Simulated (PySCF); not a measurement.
Molecule: Te(Cl)(OH), HClOTe, SMILES O[Te]Cl. Atoms near the plane z = 0.0 Å, at the PBE0/def2-SVP optimised geometry (x, y, z in Å): Te1 (-0.9, -1.2, 0.0), Cl2 (-1.3, 1.2, 0.0), O3 (1.1, -1.2, 0.0), H4 (1.3, -1.1, -0.9).

Computed with PBE0/def2-TZVP, def2 effective core potentials past Kr (PySCF). The core electrons that the potentials of Te replace are not part of the density. Cells within 0.4 Å of a nucleus heavier than hydrogen are left out (blank, or x). The values are rescaled to run from 0 to 1.

```
|222222222222222222222222222|
|222222222222222222222222222|
|222222222222222222222222222|
|222222222222222222222222222|
|222222222222222222222222222|
|222222211222222222222222222|
|222222211222222222222222222|
|222222211333322222222222222|
|2222334xxx43322222222222222|
|2222334xxx33322222222222222|
|22223332x123322222222222222|
|222233321233222222222222222|
|222222333433222222222222222|
|222222233322122222222222222|
|222222222211112333322222222|
|222221111221013445432222222|
|222221123xx312456x632222222|
|222221230xxx1254xxx22222222|
|222222230xx21244xxx22222222|
|222222233112123579632222222|
|222222223331112344432222222|
|222222222221112333332222222|
|222222222211122223222222222|
|222222222222222222222222222|
|222222222222222222222222222|
|222222222222222222222222222|
|222222222222222222222222222|
```
Scale: ten equal steps from 0.000 (start of '0') to 1.00 (end of '9'), in the order '0123456789'; x runs from -3.50 to 3.50, y from -3.50 (bottom) to 3.50 (top).

Question: Which quantity is mapped?
A. Laplacian of the electron density
B. an orbital amplitude
C. deformation density (molecule minus spherical neutral atoms)
D. electrostatic potential

Answer: C, deformation density (molecule minus spherical neutral atoms). In full: deformation density (molecule minus spherical neutral atoms) (e/bohr³).
